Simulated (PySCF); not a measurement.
F4Sn, SMILES [F][Sn]([F])([F])[F] (connectivity only; charge and spin as stated), charge +1, multiplicity 2.

Geometry: PBE-D3(BJ)/def2-SVP. The spin state was assumed, not searched. The isomer is the one that the SMILES or the coordinates give; other isomers of the formula were not compared. The def2 effective core potentials stand for the cores of Sn; spin–orbit coupling is left out.

The numbers are results of PySCF 2.14.0 with PBE-D3(BJ)/def2-SVP, not measurements.

Frequencies are harmonic and unscaled.

Computed vibrational spectrum:
```tsv
mode	ν (cm⁻¹)	IR (km/mol)	moving atoms (share of kinetic energy)
1	84	0.0	F 100 %
2	117	15.4	F 83 %, Sn 17 %
3	123	20.5	F 89 %, Sn 11 %
4	127	21.1	F 69 %, Sn 31 %
5	276	9.4	F 91 %, Sn 9 %
6	407	5.1	F 94 %
7	546	10.9	F 91 %, Sn 9 %
8	655	18.3	F 89 %, Sn 11 %
9	708	25.3	F 80 %, Sn 20 %
```
